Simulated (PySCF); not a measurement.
**CsGa and its ions**

UHF-MP2; PySCF, scalar-relativistic core potentials, basis sets Cs def2-SVP with ECP46, Ga def2-SVP. Neutral (UHF): triplet (σ ↑, π ↑), Re = 3.723 Å, ωe = 77.3 cm⁻¹, De = 0.38 eV.

CsGa⁺ (UHF): doublet (σ ↑), Re = 4.354 Å, ωe = 47.3 cm⁻¹, De = 0.36 eV to Cs⁺ + Ga. The energies at the minima are -1943.05533 hartree for CsGa and -1942.91731 for CsGa⁺.

Problem. Work out the adiabatic ionisation energy, without and with harmonic zero-point energies (1 hartree = 27.2114 eV, 1 eV = 8065.5 cm⁻¹), and the change of the bond length.

Solution. At UHF-MP2: 0.13802 hartree = 3.756 eV between the minima; the zero-point term (47.3 − 77.3)/2 cm⁻¹ = -0.002 eV makes it 3.754 eV. Re changes by +63.1 pm against the neutral. The electron leaves a π orbital, and the ion is left as a loose complex of an ion and an atom.

Correlated steps freeze 9 core orbitals. Weak bonds: CsGa, CsGa⁺. Basis-set superposition, not corrected here, can be much of De in a small basis, most of all at correlated wavefunction levels. These are scalar-relativistic numbers at best; spin–orbit coupling would shift them, the dissociation energy most. For an ion De counts to the pair picked by the measured ionisation energies or electron affinities, which need not be the lowest pair at this level. States were picked by a PBE0 search and need not be the measured ground states.
